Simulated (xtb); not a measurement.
Al(Me)3 (C3H9Al), SMILES [Al]([CH3])([CH3])[CH3]. All values are semi-empirical tight-binding results from xtb (GFN2-xTB unless named), good for trends rather than for accurate numbers. Coordinates come from a GFN2-xTB optimisation. The isomer is the one that the SMILES or the coordinates give; other isomers of the formula were not compared.

For metal compounds this method's bond lengths and energies can be far off.

### Question
Estimate the properties. (Estimate from the structure and the level; the computed values follow.)

### Answer

```yaml
orbital_gap: 4.62 eV
zero_point_energy: 63.8 kcal/mol
G − E(el) at 298.15 K (modified RRHO): 43.1 kcal/mol
```
